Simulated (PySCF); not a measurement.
Predicted microwave data (PBE0/pcSseg-1 in PySCF (dipole) on a GFN2-xTB geometry, gas phase) for one isomer of CH12N2Si4:

```
Rotational constants : A = 1307, B = 1031, C = 725.9 MHz
Dipole components    : |μa| = 1.44 D, |μb| = 2.05 D, |μc| = 0.03 D
Inertial defect      : -180.54 u·Å²
κ                    : 0.05
```

Question: Which structure is it? (One computed conformer of each.)
A. `[NH2:1][Si@@H:2]1[CH2:3][Si@:4]([NH2:5])([SiH3:6])[SiH2:7]1` with H–N1–Si2–C3 -179° and 46°, C3–Si4–N5–H 60° and -78°
B. `[CH3:1][Si@@:2]1([NH2:3])[SiH2:4][SiH2:5][Si@@H:6]1[NH2:7]` with C1–Si2–N3–H 45° and -177°, Si5–Si6–N7–H 65° and -160°, C1–Si2–Si4–Si5 115°, Si2–Si4–Si5–Si6 5°, Si4–Si5–Si6–N7 102°, C1–Si2–Si6–Si5 -110°
C. `[SiH3]N1[SiH2][SiH2]N[Si@H]1C`
D. `[CH3:1][Si@@:2]1([NH2:3])[SiH2:4][SiH2:5][Si@H:6]1[NH2:7]` with C1–Si2–N3–H -43° and 177°, Si5–Si6–N7–H 42° and 179°

Answer: D. It is C[Si@@]1(N)[SiH2][SiH2][Si@H]1N, an asymmetric top, point group C1. The candidates at the same level (rigid rotor, commonest isotopes):

```csv
SMILES,A (MHz),B (MHz),C (MHz),μa (D),μb (D),μc (D),Δ (u·Å²),point group,rotor
C[Si@@]1(N)[SiH2][SiH2][Si@H]1N,1307,1031,725.9,1.44,2.05,0.03,-180.54,C1,asymmetric top
N[Si@@H]1C[Si@](N)([SiH3])[SiH2]1,1701,742.6,660.4,0.42,0.05,0.57,-212.34,C1,asymmetric top
C[Si@@]1(N)[SiH2][SiH2][Si@@H]1N,1345,1047,760.7,1.23,1.62,0.72,-194.27,C1,asymmetric top
C[Si@@H]1N[SiH2][SiH2]N1[SiH3],1631,1086,706.8,0.47,0.82,0.36,-60.25,C1,asymmetric top
```

`N[Si@@H]1C[Si@](N)([SiH3])[SiH2]1` has A 30 % too high; `C[Si@@H]1N[SiH2][SiH2]N1[SiH3]` has A 25 % too high; `C[Si@@]1(N)[SiH2][SiH2][Si@@H]1N` has C 5 % too high. No structure here is proved a minimum.
